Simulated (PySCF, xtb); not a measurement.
BrH₃InN, SMILES [NH2][InH][Br]. One conformer was computed; it need not be the lowest.

Harmonic wavenumbers (cm⁻¹) from GFN2-xTB (xtb 6.7.1) at its own minimum, in rising order: 90, 167, 244, 304, 395, 453, 569, 659, 1452, 1532, 3346, 3393.

Task: What does PBE0-D3(BJ)/def2-SVP (PySCF) give at its own minimum? (Estimate from the structure and the level; the computed values follow.)

Result: 109, 225, 251, 314, 428, 454, 635, 733, 1507, 1870, 3602, 3718. Paired by order, the mean absolute difference is 103 cm⁻¹ and the zero-point energies are 18.0 and 19.8 kcal/mol.
